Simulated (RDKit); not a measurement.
A run for RDKit: MMFF94 on CH4F2O (a complex), monomers drawn apart or pushed together.

```python
from rdkit import Chem
from rdkit.Chem import AllChem, rdDetermineBonds

blocks = [
'''3

O     0.24599637    0.28892396   -0.05210332
H     0.38210262   -0.47114322   -0.62652152
H    -0.54111725    0.08411645    0.46665587
''',
'''5

F     0.56991846   -0.85170084    5.48088180
C     0.17347394    0.29312272    4.86192057
F    -1.07881581    0.07953946    4.33707023
H     0.85124677    0.51018541    4.03782498
H     0.09578311    1.08730770    5.60489816
''',
]
mol = None
for b in blocks:
    f = Chem.MolFromXYZBlock(b)
    rdDetermineBonds.DetermineBonds(f, charge=0)
    mol = f if mol is None else Chem.CombineMols(mol, f)
Chem.SanitizeMol(mol)
print(Chem.MolToSmiles(Chem.RemoveHs(mol)))
ff = AllChem.MMFFGetMoleculeForceField(mol, AllChem.MMFFGetMoleculeProperties(mol), nonBondedThresh=100.0, ignoreInterfragInteractions=False)
e = ff.CalcEnergy()
print(f'MMFF94 energy {e:.6f} kcal/mol')
```

The log:

```
FCF.O
MMFF94 energy -0.229995 kcal/mol
```

The run finished.

Cost: very roughly 0.010 core-seconds.
